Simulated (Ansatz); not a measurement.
NiHg₅Te₄Cl₄⁺, a doped nanocrystal cut from zinc blende HgTe (Ni for one cation, 4 Cl caps). Charge 1, multiplicity 2. Geometry r2SCAN-D4/def2-SVP, that of the neutral triplet; atoms count from 1.

Cartesian coordinates in Å:
```
Te 3.032 0.412 -1.490
Te -2.219 -0.428 -2.126
Te 0.045 1.861 1.758
Te 0.479 -3.171 1.612
Ni 1.513 2.108 -0.300
Hg -2.017 1.823 -0.061
Hg 0.469 -0.062 -2.487
Hg 2.158 -1.735 -0.021
Hg -1.118 -2.246 -0.427
Hg 0.174 -0.609 2.989
Cl 0.295 3.123 -1.813
Cl -4.034 2.954 -0.647
Cl 1.002 -2.907 -2.322
Cl 0.222 -1.122 5.336
```

In the def2 sets Hg, Te take a core potential; there is no spin–orbit coupling. Single mean-field runs in def2-TZVP are fitted with def2-universal-jkfit. The charge 1 doublet is spin-contaminated (final ⟨S²⟩ up to 1.70, 0.75 for a pure state). At PBE0-D4/def2-TZVP a quartet of charge 1 lies 0.45 eV below the doublet at the same geometry.

Q: Estimate the Mulliken populations from the PBE0/def2-TZVP orbitals of Ansatz.

A: 
```json
{"atom": "Te1", "charge (e)": "-0.14", "spin (α − β)": "-0.12", "d electrons": "–"}
{"atom": "Te2", "charge (e)": "-0.03", "spin (α − β)": "0.60", "d electrons": "–"}
{"atom": "Te3", "charge (e)": "-0.12", "spin (α − β)": "0.03", "d electrons": "–"}
{"atom": "Te4", "charge (e)": "-0.13", "spin (α − β)": "0.05", "d electrons": "–"}
{"atom": "Ni5", "charge (e)": "0.30", "spin (α − β)": "0.23", "d electrons": "8.63"}
{"atom": "Hg6", "charge (e)": "0.54", "spin (α − β)": "-0.01", "d electrons": "9.92"}
{"atom": "Hg7", "charge (e)": "0.52", "spin (α − β)": "-0.01", "d electrons": "9.95"}
{"atom": "Hg8", "charge (e)": "0.46", "spin (α − β)": "0.01", "d electrons": "9.94"}
{"atom": "Hg9", "charge (e)": "0.47", "spin (α − β)": "-0.01", "d electrons": "9.93"}
{"atom": "Hg10", "charge (e)": "0.51", "spin (α − β)": "0.00", "d electrons": "9.93"}
{"atom": "Cl11", "charge (e)": "-0.30", "spin (α − β)": "0.05", "d electrons": "–"}
{"atom": "Cl12", "charge (e)": "-0.30", "spin (α − β)": "0.13", "d electrons": "–"}
{"atom": "Cl13", "charge (e)": "-0.40", "spin (α − β)": "0.04", "d electrons": "–"}
{"atom": "Cl14", "charge (e)": "-0.38", "spin (α − β)": "0.02", "d electrons": "–"}
```
Mulliken values depend strongly on the basis.

Q: Where does the spin sit?

A: Summed by element: Te 0.56, Ni 0.23, Hg -0.02, Cl 0.23, of 1 unpaired in all. Largest on single atoms: Te2 0.60, Ni5 0.23, Cl12 0.13.

Q: And the Mayer bond orders between heavy atoms (over 0.3)?

A: Te1–Ni5 0.82 (2.57 Å); Te1–Hg7 0.72 (2.79 Å); Te1–Hg8 0.74 (2.74 Å); Te2–Hg6 0.39 (3.06 Å); Te2–Hg7 0.72 (2.74 Å); Te2–Hg9 0.73 (2.72 Å); Te3–Ni5 0.83 (2.54 Å); Te3–Hg6 0.75 (2.75 Å); Te3–Hg10 0.67 (2.76 Å); Te4–Hg8 0.77 (2.75 Å); Te4–Hg9 0.80 (2.75 Å); Te4–Hg10 0.57 (2.93 Å); Ni5–Cl11 0.87 (2.19 Å); Hg6–Cl12 0.84 (2.39 Å); Hg8–Cl13 0.30 (2.83 Å); Hg10–Cl14 0.87 (2.40 Å).
